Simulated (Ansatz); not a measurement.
Input for Ansatz (a quantum-chemistry and plane-wave program): U-B3LYP/cc-pV(T+d)Z on CH6AlN (SMILES C[NH][AlH2]), a point of a bond scan (R = 4.260 Å). Files ending in .json are basis or fitting sets from the Basis Set Exchange.

Ansatz 0.2 input:
```yaml
crystal:
  periodic: [false, false, false]
  atoms:
    - {symbol: Al, position_ang: [-0.09554821, 0.21230625, 1.21055513]}
    - {symbol: H, position_ang: [-3.29297890, 1.61883458, 3.64832500]}
    - {symbol: H, position_ang: [1.33950148, -0.17605091, 1.73948491]}
    - {symbol: N, position_ang: [-0.40101281, 0.05181869, -0.52668088]}
    - {symbol: C, position_ang: [0.50358135, -0.39974265, -1.57473334]}
    - {symbol: H, position_ang: [-1.31058521, 0.29300099, -0.89512944]}
    - {symbol: H, position_ang: [0.67412933, 0.37093819, -2.33410790]}
    - {symbol: H, position_ang: [0.13147088, -1.29475018, -2.08481235]}
    - {symbol: H, position_ang: [1.47299368, -0.65063692, -1.14091851]}
basis:
  gaussian:
    orbitals: cc-pV_T+d_Z.json
hamiltonian:
  xc: {name: B3LYP}
magnetization: {spin_polarized: true, initial_magnetization: 0}
```

Output:

```
WARN ansatz: RAYON_NUM_THREADS=1 ignored (pool sized by the plan → 1); use --threads N
Functional definition: B3LYP
integrals: 0.08 GiB planned
1010 factors; their error is unknown
mean field: 0.94 GiB planned
mean field evaluation 1: about -9206.5164 eV, gradient 4.8e1 eV
mean field evaluation 2: about -9157.4741 eV, gradient 9.5e1 eV
mean field evaluation 4: about -9213.6791 eV, gradient 1.9e1 eV
mean field evaluation 8: about -9219.4603 eV, gradient 1.7e0 eV
mean field evaluation 16: about -9219.5307 eV, gradient 1.5e-2 eV
mean field evaluation 32: about -9220.4816 eV, gradient 5.5e-5 eV
mean field -9220.48155720 eV, -338.8464473601 hartree, gradient 5.5e-5 eV, S^2 0.951911; 2 other end points of the search recorded, 0 dependent functions left out
reference -9220.48186190 eV, -338.8464585576 hartree; 16, 16 occupied and 167, 167 virtual orbitals, 1010 factors
Total energy: -9220.48186190 eV, -338.8464585576 hartree
```

The run converged. Its determinant has ⟨S²⟩ = 0.95, a mixture of spin states.

Cost: around 15 core-seconds (rough).
